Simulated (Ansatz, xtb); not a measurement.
# C6H5O2S+: which of two isomers lies lower

Structure a: `O=COc1ccc[s+]c1`, a singlet. Structure b: `O=C(O)c1cccc[s+]1`, a singlet. Both are isolated ions in the gas phase, relaxed with PBE0-D3(BJ)/def2-SVP; the shapes shown needn't be the lowest conformers.

a (Å):

```yaml
atoms:
  - { symbol: C, position_ang: [-1.9222, -2.8024, 0.1418] }
  - { symbol: C, position_ang: [-0.5416, -0.8835, -0.3575] }
  - { symbol: C, position_ang: [-0.5584, 0.3340, -1.0640] }
  - { symbol: C, position_ang: [0.5099, 1.2227, -1.0937] }
  - { symbol: C, position_ang: [1.7005, 0.9888, -0.4237] }
  - { symbol: C, position_ang: [0.5735, -1.2868, 0.3755] }
  - { symbol: O, position_ang: [-1.1516, -3.3764, 0.8353] }
  - { symbol: O, position_ang: [-1.6819, -1.5900, -0.4666] }
  - { symbol: S, position_ang: [1.9861, -0.3850, 0.4934] }
  - { symbol: H, position_ang: [-2.9424, -3.1207, -0.1376] }
  - { symbol: H, position_ang: [-1.4748, 0.5699, -1.6115] }
  - { symbol: H, position_ang: [0.4143, 2.1479, -1.6677] }
  - { symbol: H, position_ang: [2.5356, 1.6957, -0.4537] }
  - { symbol: H, position_ang: [0.5846, -2.2321, 0.9240] }
```

b (Å):

```xyz
14

C    -1.6894   -2.2164   -0.3469
C    -0.5907   -1.1777   -0.3279
C    -0.9339    0.1620   -0.3381
C     0.0106    1.1924   -0.3222
C     1.3871    0.9559   -0.2942
C     1.9186   -0.3217   -0.2803
O    -2.8410   -1.9037   -0.3695
O    -1.1872   -3.4383   -0.3350
S     1.0100   -1.7384   -0.2947
H    -1.9053   -4.0947   -0.3475
H    -2.0059    0.3831   -0.3598
H    -0.3448    2.2262   -0.3320
H     2.0806    1.8007   -0.2826
H     3.0000   -0.4942   -0.2583
```

Quicker runs give these differences E(b) − E(a): GFN2-xTB −6.7 kcal/mol; HF/STO-3G −5.5 kcal/mol (at GFN2-xTB geometries); r2SCAN-D4/def2-SVP −15.3 kcal/mol (at GFN2-xTB geometries).

Q: Estimate E(b) − E(a) at the level CCSD(T)/def2-SVP + ΔMP2/def2-TZVPP.

A: Calculated at CCSD(T)/def2-SVP + ΔMP2/def2-TZVPP: E(b) − E(a) = −14.3 kcal/mol, so structure b lies lower.

The same difference at several levels:

```
                             level              geometry  E(b) − E(a) (kcal/mol)  departure from the last row (kcal/mol)  job, with rough time for the two
                          GFN2-xTB              GFN2-xTB                      −6.7                                    +7.6              optimisation, 0.34 s
                         HF/STO-3G              GFN2-xTB                      −5.5                                    +8.9              single point, 0.52 s
                r2SCAN-D4/def2-SVP              GFN2-xTB                     −15.3                                    −0.9               single point, 5.2 s
              PBE0-D3(BJ)/def2-SVP  PBE0-D3(BJ)/def2-SVP                     −15.0                                    −0.7                optimisation, 41 s
                       HF/def2-SVP  PBE0-D3(BJ)/def2-SVP                     −15.0                                    −0.7           part of the CCSD(T) run
                      MP2/def2-SVP  PBE0-D3(BJ)/def2-SVP                     −16.9                                    −2.5           part of the CCSD(T) run
                  CCSD(T)/def2-SVP  PBE0-D3(BJ)/def2-SVP                     −15.2                                    −0.9                      single point
CCSD(T)/def2-SVP + ΔMP2/def2-TZVPP  PBE0-D3(BJ)/def2-SVP                     −14.3                                                     single point, 2.5 min
```

As drawn, b has 1 C–C, 1 O–H in place of 1 C–O, 1 C–H.

None of the levels shown reverses the order. The largest departure from CCSD(T)/def2-SVP + ΔMP2/def2-TZVPP is that of HF/STO-3G, 8.9 kcal/mol. The last row adds to CCSD(T) the change of the MP2 difference between the two basis sets, here +0.9 kcal/mol.

With thermal terms from frequencies at re-optimised GFN2-xTB minima (ideal gas, soft modes damped towards free rotors, one conformer each, 298.15 K, 1 atm): on the last row, ΔE + ΔZPE = −13.9, ΔH = −13.9, ΔG = −14.1 kcal/mol.

The correlated steps freeze 13 core orbitals. Run with Ansatz 0.2.0, xtb 6.7.1; the last row on 4 threads of Arm Neoverse V1 on a shared host.
